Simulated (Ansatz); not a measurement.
Cost and result for the atomization energy of `[CH3][GaH][BH]CO` (13 atoms, 12 bonds).

```xyz
13

C     0.765   -1.918    1.134
Ga    0.660   -0.768   -0.472
B     0.761    1.317   -0.468
C    -0.754    1.678   -0.413
O    -1.463    0.439   -0.219
H    -0.018   -2.678    1.105
H     1.727   -2.440    1.144
H     0.675   -1.353    2.062
H     0.500   -1.517   -1.860
H     1.584    2.181   -0.540
H    -1.024    2.404    0.366
H    -1.022    2.139   -1.379
H    -2.390    0.515   -0.458
```

Total charge 0; spin multiplicity 1. Correlated methods include outer-core shells of Ga, which these sets cover unevenly. Scalar relativity is left out up to krypton. Geometry: relaxed with PBE0-D4/def2-TZVP. It is one conformer, not always the lowest. Program: Ansatz. All runs use 2 threads of an AMD EPYC 7R13 on a shared host and a share of an NVIDIA H100 80 GB. Times are those of one run each, without the atoms' runs, and a repeat can differ threefold. Electronic energies, without spin–orbit coupling; frozen cores. CCSD(T)/CBS adds CCSD(T) − MP2 in def2-TZVPP to the MP2 limit, and its time is that of the two runs behind it. T1 = 0.012. With those shells the extrapolation isn't a true limit. B3LYP takes the VWN-RPA correlation (the form of Gaussian; ORCA's B3LYP/G).

CCSD(T)/CBS is a level of theory with its own doubt, some kJ/mol a heavy atom from the limit and from the frozen cores, so smaller differences don't rank the functionals.

| level | functions | wall time | atomization (kcal/mol) | difference from CCSD(T)/CBS | per bond |
| --- | --- | --- | --- | --- | --- |
| PBE-D4/def2-TZVPP (with forces) | 284 | 3.3 s | 1087.7 | 15.5 | 1.3 |
| B2PLYP/def2-TZVPP | 284 | 3.4 s | 1059.7 | -12.5 | -1.0 |
| PBE0-D4/def2-TZVPP | 284 | 3.5 s | 1073.6 | 1.4 | 0.1 |
| r2SCAN-D4/def2-TZVPP (with forces) | 284 | 5.5 s | 1077.7 | 5.5 | 0.5 |
| B3LYP-D4/def2-TZVPP (with forces) | 284 | 5.5 s | 1069.7 | -2.5 | -0.2 |
| ωB97X-V/def2-TZVPP | 284 | 5.5 s | 1074.8 | 2.6 | 0.2 |
| MP2/def2-QZVPP | 557 | 7.5 s | 1075.2 | 3.0 | 0.3 |
| ωB97M-V/def2-TZVPP (with forces) | 284 | 8.5 s | 1074.0 | 1.8 | 0.2 |
| CCSD(T)/def2-TZVPP | 284 | 10 s | 1049.9 | -22.3 | -1.9 |
| CCSD(T)/CBS(def2) | – | 18 s | 1072.2 | 0.0 | 0.0 |

From PBE to PBE0 (25 % exact exchange), in def2-TZVPP and without D4, the atomization energy moves by −13.2 kcal/mol: exact exchange takes away binding that semilocal exchange gives to molecules. The D4 term adds +9.6 kcal/mol with B3LYP and +5.1 kcal/mol with PBE0; it sums over pairs of atoms, weighted by their polarisabilities, and B3LYP, whose exchange is more repulsive, gets the larger term. In def2-TZVPP, CCSD(T) changes the Hartree–Fock value by +257.7 kcal/mol (the triples alone add +13.6 kcal/mol) and MP2 by +270.1 kcal/mol; breaking electron pairs costs correlation energy, which Hartree–Fock lacks.
